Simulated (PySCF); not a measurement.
Molfile (atoms numbered from 1):
```
C5H10SSi
     RDKit          3D

 17 17  0  0  0  0  0  0  0  0999 V2000
   -2.3919   -0.4590    0.4360 C   0  0  0  0  0  0  0  0  0  0  0  0
   -1.2170   -0.6766   -0.4668 C   0  0  0  0  0  0  0  0  0  0  0  0
   -1.1741   -1.8764   -1.5651 S   0  0  0  0  0  0  0  0  0  0  0  0
   -0.0738    0.2806   -0.2470 C   0  0  0  0  0  0  0  0  0  0  0  0
    1.0682    0.3263   -1.2868 C   0  0  0  0  0  0  0  0  0  0  0  0
    2.2491    0.6556    0.1510 Si  0  0  0  0  0  4  0  0  0  0  0  0
    0.7343   -0.0402    1.0602 C   0  0  0  0  0  0  0  0  0  0  0  0
   -3.1266   -1.2674    0.3424 H   0  0  0  0  0  0  0  0  0  0  0  0
   -2.0635   -0.3732    1.4851 H   0  0  0  0  0  0  0  0  0  0  0  0
   -2.8771    0.4988    0.1796 H   0  0  0  0  0  0  0  0  0  0  0  0
   -0.5076    1.2908   -0.1299 H   0  0  0  0  0  0  0  0  0  0  0  0
    1.2113   -0.6814   -1.7114 H   0  0  0  0  0  0  0  0  0  0  0  0
    0.9324    1.0351   -2.1146 H   0  0  0  0  0  0  0  0  0  0  0  0
    3.5529   -0.0698    0.2389 H   0  0  0  0  0  0  0  0  0  0  0  0
    2.4799    2.1059    0.4347 H   0  0  0  0  0  0  0  0  0  0  0  0
    0.3556    0.4032    1.9911 H   0  0  0  0  0  0  0  0  0  0  0  0
    0.8229   -1.1313    1.1905 H   0  0  0  0  0  0  0  0  0  0  0  0
  1  2  1  0
  2  3  2  0
  2  4  1  0
  4  5  1  0
  5  6  1  0
  6  7  1  0
  7  4  1  0
  1  8  1  0
  1  9  1  0
  1 10  1  0
  4 11  1  0
  5 12  1  0
  5 13  1  0
  6 14  1  0
  6 15  1  0
  7 16  1  0
  7 17  1  0
M  END
```

Geometry: PBE0-D3(BJ)/def2-SVP; GIAO absolute shieldings from PySCF 2.14.0 with density-fitted response routines, gas phase, non-relativistic, averaged over equivalent atoms.

At PBE0/pcSseg-1 (183 basis functions, 25 s wall time on 1 thread of an Arm Neoverse V2, shared host):
```
    atoms  σ (ppm)
       C2    -91.4
       C4    130.6
       C1    144.1
    C5/C7    165.9
       S3   -399.4
      Si6    392.3
      H15    26.55
      H14    26.66
      H11    27.69
H8/H9/H10    28.34
  H12/H17    29.46
  H13/H16    30.03
```

Task: Estimate the result of repeating the calculation with mPW1PW91/pcSseg-1.

Result: 
```tsv
atoms	σ at mPW1PW91/pcSseg-1	change
C2	-92.7	-1.3
C4	129.8	-0.8
C1	143.3	-0.8
C5/C7	165.0	-0.9
S3	-403.7	-4.3
Si6	390.0	-2.3
H15	26.64	+0.09
H14	26.74	+0.08
H11	27.77	+0.08
H8/H9/H10	28.39	+0.05
H12/H17	29.52	+0.06
H13/H16	30.09	+0.06
```

The largest change is at S3 (thione sulfur). Cost: 183 basis functions, 21 s wall time on 1 thread of an Arm Neoverse V2, shared host. The order of the carbon signals is the same at both levels.

The carbons averaged at δ 18.5 differ by 10 ppm in this conformer.
